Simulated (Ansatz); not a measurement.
A made-up structure of BSi2H4F, singlet:

```xyz
8
angstrom
B 0.0554 -1.5834 0.6291
Si -0.7071 0.1191 -0.4626
Si 0.3483 1.7315 -0.4471
F 1.3024 -1.5477 1.3484
H 1.5671 1.7012 0.2808
H -0.0553 2.9108 -1.1274
H -2.0043 -0.2105 -1.0996
H -0.3817 -2.6377 0.7698
```

It is relaxed with PBE-D4/def2-SVP and then PBE0-D4/def2-TZVP (Ansatz 0.2.0). Atoms count as bonded within 1.22 times the sum of their covalent radii (H–H: 0.88 Å). The end point is not checked to be a true minimum.

(1) Does its bonding change? (A judgement: the text doesn't fix the answer.)

## Answers

(1) Computed: No: no bond forms or breaks.

Where it ends: The first stage lowers the energy by 1.34 eV in 7 steps. It ends as BSi₂H₄F ([F][BH][SiH][SiH2]):
```
8
angstrom
B 0.0603 -1.6460 0.6550
Si -0.6835 -0.1053 -0.3607
Si 0.3839 1.7569 -0.4352
F 1.2177 -1.5137 1.2849
H 1.6784 1.9357 0.2588
H -0.0678 2.9675 -1.1587
H -1.9734 -0.2017 -1.0834
H -0.4908 -2.7100 0.7307
```

Labels in which every atom is bracketed show which atoms are joined, not bond orders.

For scale, one of the runs: PBE0-D4/def2-TZVP relaxation, 160 basis functions, launched by `ansatz run in.yaml --threads 2 --pin off --events-out ev --progress --plain --max-ram 4352MiB`. Hardware: 2 CPU threads of an Arm Neoverse V2, shared host. Wall time about 22 s.
